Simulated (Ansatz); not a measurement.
Cost and result for the atomization energy of `c1ccc2c(c1)CCCO2` (20 atoms, 21 bonds).

```xyz
20

C    -0.7550    2.4887    0.7855
C     0.2343    2.1917    1.7145
C     0.9030    0.9847    1.6533
C     0.5898    0.0619    0.6597
C    -0.4082    0.3368   -0.2766
C    -1.0656    1.5599   -0.1914
C    -0.7687   -0.6781   -1.3246
C    -0.2579   -2.0533   -0.9304
C     1.1744   -1.9301   -0.4645
O     1.2870   -1.1027    0.6804
H    -1.2835    3.4335    0.8281
H     0.4870    2.9051    2.4906
H     1.6787    0.7306    2.3660
H    -1.8483    1.7767   -0.9124
H    -0.3317   -0.3879   -2.2877
H    -1.8523   -0.6896   -1.4697
H    -0.8614   -2.4659   -0.1159
H    -0.3138   -2.7526   -1.7683
H     1.5925   -2.8930   -0.1687
H     1.7997   -1.5165   -1.2679
```

The species carries charge 0 and has multiplicity 1. The geometry is a stationary point of PBE0-D4/def2-TZVP. Program: Ansatz. All runs use 4 threads of an AMD EPYC 7R13 on a shared host and a share of an NVIDIA H100 80 GB. Times are those of one run each, without the atoms' runs, and a repeat can differ threefold. Electronic energies, without spin–orbit coupling; frozen cores. CCSD(T)/CBS adds CCSD(T) − MP2 in def2-TZVPP to the MP2 limit, and its time is that of the two runs behind it. T1 = 0.011; the RHF reference is unstable towards UHF. HSE06 is the plane-wave form, built on full-range PBE exchange.

CCSD(T)/CBS is a level of theory with its own doubt, some kJ/mol a heavy atom from the limit and from the frozen cores, so smaller differences don't rank the functionals.

| level | functions | wall time | atomization (kJ/mol) | difference from CCSD(T)/CBS | per bond |
| --- | --- | --- | --- | --- | --- |
| B97M-V/def2-TZVPP | 450 | 3.1 s | 9342.0 | 60.6 | 2.9 |
| BLYP-D4/def2-TZVPP | 450 | 3.3 s | 9314.8 | 33.4 | 1.6 |
| r2SCAN-D4/def2-TZVPP (with forces) | 450 | 4.9 s | 9375.9 | 94.5 | 4.5 |
| LDA (SPW92)/def2-TZVPP | 450 | 5.5 s | 10795.2 | 1513.8 | 72.1 |
| CCSD(T)/def2-SVP | 190 | 6.5 s | 8965.7 | -315.7 | -15.0 |
| ωB97X-V/def2-TZVPP | 450 | 7 s | 9318.1 | 36.7 | 1.7 |
| r2SCANh-D4/def2-TZVPP | 450 | 7.5 s | 9319.4 | 38.0 | 1.8 |
| PBE-QIDH/def2-TZVPP | 450 | 7.5 s | 9356.2 | 74.8 | 3.6 |
| HSE06-D4/def2-TZVPP | 450 | 8.5 s | 9468.2 | 186.8 | 8.9 |
| ωB97M-V/def2-TZVPP (with forces) | 450 | 11 s | 9335.1 | 53.7 | 2.6 |
| MP2/def2-QZVPP | 870 | 11 s | 9443.6 | 162.2 | 7.7 |
| CCSD(T)/def2-TZVPP | 450 | 29 s | 9067.7 | -213.7 | -10.2 |
| CCSD(T)/CBS(def2) | – | 40 s | 9281.4 | 0.0 | 0.0 |

Leaving LDA and LC-ωPBE aside and taking each functional with its dispersion term where it has one, the values, not all of them listed here, spread over 612.0 kJ/mol, from BHLYP-D4 to PBE-D4. LDA lies +1212.8 kJ/mol from PBE without D4, its usual overbinding. From BLYP to BHLYP (50 % exact exchange), in def2-TZVPP and without D4, the atomization energy moves by −224.2 kJ/mol: exact exchange takes away binding that semilocal exchange gives to molecules. At CCSD(T), def2-SVP lies −315.7 kJ/mol from the extrapolated value and def2-TZVPP −213.7 kJ/mol: correlation converges slowly with the basis, and small sets miss more of it in the bonded molecule than in its fragments.
